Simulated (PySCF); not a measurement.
Compound: C7H10O.
Cartesian coordinates in Å at the PBE0-D3(BJ)/def2-SVP level; atoms count from 1:
```xyz
18
C7H10O angstrom
C      1.9934    0.2026    0.9121
C      1.5824   -0.7245   -0.2193
C      0.4756   -0.1518   -1.1092
C     -0.8068    0.0980   -0.3824
C     -1.6620   -0.8801    0.2328
C     -2.6933   -0.1890    0.7927
O     -2.5451    1.1318    0.5768
C     -1.4045    1.2985   -0.1263
H      1.1396    0.4322    1.5684
H      2.3761    1.1603    0.5225
H      2.7849   -0.2445    1.5323
H      2.4567   -0.9551   -0.8511
H      1.2469   -1.6908    0.1959
H      0.2888   -0.8474   -1.9449
H      0.8222    0.7906   -1.5653
H     -1.5237   -1.9595    0.2467
H     -3.5762   -0.4893    1.3515
H     -1.1404    2.3219   -0.3817
```

Level of theory: PBE0-D3(BJ)/def2-SVP geometry optimisation, gas phase in PySCF.

Masses are those of the commonest isotopes; rigid-rotor values at the optimised geometry. The values belong to one conformer with, in the numbering `[CH3:1][CH2:2][CH2:3][c:4]1[cH:5][cH:6][o:7][cH:8]1`, C1–C2–C3–C4 -62°, C2–C3–C4–C5 -64°.

Problem. Give the principal moments of inertia and the rotational constants in GHz.

Solution. Ia = 114.78, Ib = 397.34, Ic = 412.59 u·Å²; 505379 MHz·u·Å²/I gives 4403, 1272 and 1225 MHz, that is A = 4.4031, B = 1.2719, C = 1.2249 GHz.

Problem. What kind of rotor is it?

Solution. A near-prolate asymmetric top. Ray's parameter κ = (2B − A − C)/(A − C) = -0.970; −1 is the prolate and +1 the oblate limit.

Problem. What does the inertial defect say?

Solution. Not planar: Δ = Ic − Ia − Ib = -99.53 u·Å². For a rigid frame Δ = −2 Σ m c², so Σ m c² = 49.76 u·Å² lies off the ab plane: 14.28 from hydrogen and 35.48 from heavier atoms. The atom farthest from that plane is 1.72 Å away.

Problem. Where do the levels up to J = 5 lie, in MHz?

Solution. Above 0(0,0):
J = 1: 1(0,1) 2497, 1(1,1) 5628, 1(1,0) 5675
J = 2: 2(0,2) 7490, 2(1,2) 10575, 2(1,1) 10716, 2(2,1) 20109, 2(2,0) 20110
J = 3: 3(0,3) 14978, 3(1,3) 17994, 3(1,2) 18276, 3(2,2) 27599, 3(2,1) 27602, 3(3,1) 43373, 3(3,0) 43373
J = 4: 4(0,4) 24960, 4(1,4) 27886, 4(1,3) 28356, 4(2,3) 37586, 4(2,2) 37594, 4(3,2) 53361, 4(3,1) 53361, 4(4,1) 75443, 4(4,0) 75443
J = 5: 5(0,5) 37433, 5(1,5) 40250, 5(1,4) 40955, 5(2,4) 50069, 5(2,3) 50087, 5(3,3) 65847, 5(3,2) 65847, 5(4,2) 87928, 5(4,1) 87928, 5(5,1) 116320, 5(5,0) 116320
Those of J = 1 are B + C, A + C and A + B.

Problem. Which lines would a microwave search look for?

Solution. The dipole components are |μa| = 0.67 D, |μb| = 0.45 D, |μc| = 0.05 D. Intensities carry the squares of the components, which stand as 1.00 : 0.44 : 0.01 (a : b : c). Some lines, for components of 0.1 D or more:

```
type  branch         J(Ka,Kc)    MHz  lower level (cm⁻¹)
   b       Q  4(1,3) ← 4(0,4)   3396               0.833
   b       Q  5(1,4) ← 5(0,5)   3522               1.249
   a       R  2(0,2) ← 1(0,1)   4993               0.083
   a       R  3(2,2) ← 2(2,1)   7490               0.671
   a       R  3(2,1) ← 2(2,0)   7492               0.671
   a       R  3(1,2) ← 2(1,1)   7561               0.357
   b       Q  4(2,2) ← 4(1,3)   9238               0.946
   b       Q  2(2,1) ← 2(1,2)   9535               0.353
   a       R  4(1,3) ← 3(1,2)  10080               0.610
   a       R  5(0,5) ← 4(0,4)  12473               0.833
   a       R  5(4,2) ← 4(4,1)  12485               2.517
   a       R  5(3,3) ← 4(3,2)  12486               1.780
   b       R  2(2,1) ← 1(1,0)  14434               0.189
   b       Q  5(3,2) ← 5(2,3)  15760               1.671
   b       R  5(2,4) ← 4(1,3)  21713               0.946
   b       Q  4(4,1) ← 4(3,2)  22082               1.780
   b       R  3(3,0) ← 2(2,1)  23264               0.671
   b       R  4(3,1) ← 3(2,2)  25762               0.921
   b       R  4(4,0) ← 3(3,1)  32070               1.447
   b       R  5(5,1) ← 4(4,0)  40876               2.517
```

Problem. Estimate the classical rotational partition function at 25 K, 100 K and 500 K.

Solution. Point group C1, symmetry number σ = 1; q = (√π/σ)·√((kT/h)³/(ABC)), k/h = 20836.6 MHz/K: 8050 at 25 K, 64400 at 100 K, 720000 at 500 K.

Whether it is a minimum is left open (no frequencies). Constants of a rigid frame at the computed geometry: no zero-point averaging, no centrifugal distortion. A rigid rotor knows nothing of internal rotation, which can split or shift real lines.
